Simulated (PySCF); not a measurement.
**C₆ coefficients of unlike pairs at B3LYP**

Calculated with PySCF 2.14 from the dipole response of each species, C₆(A,B) = (3/π) ∫ α_A(iu) α_B(iu) du, in atomic units, from isotropic polarisabilities. For ions this is the dispersion term alone; charge-induced terms of lower order in 1/R come first.

```json
{"species": "N", "configuration": "[He] 2s2 2p3 (4S)", "basis": "x2c-QZVPPall with one added diffuse shell each of s, p, d, f type (8s5p4d3f1g)", "relativity": "spin-free X2C", "α (bohr³)": "7.771", "C₆ (like pair)": "26.29"}
{"species": "Ti⁺", "configuration": "[Ar] 3d2 4s1 (4F)", "basis": "def2-TZVPPD (6s6p4d2f1g)", "relativity": "none", "α (bohr³)": "46.65", "C₆ (like pair)": "288.3"}
{"species": "Br³⁺", "configuration": "[Ar] 3d10 4s2 4p2 (3P)", "basis": "aug-cc-pwCVDZ-PP with ECP10MDF (6s5p4d1f)", "relativity": "core potential", "α (bohr³)": "5.961", "C₆ (like pair)": "22.16"}
{"species": "Tl²⁺", "configuration": "[Xe] 4f14 5d10 6s1 (2S)", "basis": "aug-cc-pwCVTZ-DK3 (11s10p8d5f1g)", "relativity": "spin-free X2C", "α (bohr³)": "12.18", "C₆ (like pair)": "77.62"}
```

Estimate C₆ for Ti⁺ with N.

The integral gives 77.16. The combination rule 2 C_A C_B / (C_A α_B/α_A + C_B α_A/α_B) gives 73.64 and the geometric mean 87.06.

No spin-orbit coupling is included.

The other pairs:

| pair | C₆ |
| --- | --- |
| Tl²⁺, N | 44.54 |
| Br³⁺, N | 23.86 |
| Tl²⁺, Br³⁺ | 41.29 |
| Tl²⁺, Ti⁺ | 126.0 |
| Br³⁺, Ti⁺ | 65.80 |
